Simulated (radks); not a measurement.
Values are calculated unless marked as measured or tabulated.
Ionisation of Pd+, [Kr] 4d9, to Pd2+, [Kr] 4d8, under several functionals. Scalar-relativistic Kohn-Sham, spin-polarised, spherical densities, finite nucleus; open shells are filled with parallel spins first (spin-orbit coupling, left out, can overturn this in heavy ions); a radial shooting solver on a logarithmic mesh with Libxc functionals.

functional                                      E(Pd+) (hartree)  Exc (hartree)  IE (eV)  -e(HOMO) (eV)  <r> HOMO (bohr)  IE error (eV)
TASK exchange with Perdew-Wang LDA correlation       -5045.02786     -142.90585   19.915         13.935            1.433         +0.485
r2SCAN                                               -5046.17055     -144.10568   20.181         14.233            1.459         +0.751
MS2 meta-GGA                                         -5045.40471     -143.42706   20.090         14.142            1.465         +0.660

NIST Atomic Spectra Database: 19.4 eV (semi-empirical). Closest: TASK exchange with Perdew-Wang LDA correlation. The Delta-SCF values span 0.27 eV, the total energies 1.14 hartree. The highest occupied level is 4d. Open shells are spherical and high-spin; term and fine-structure splittings are not resolved.
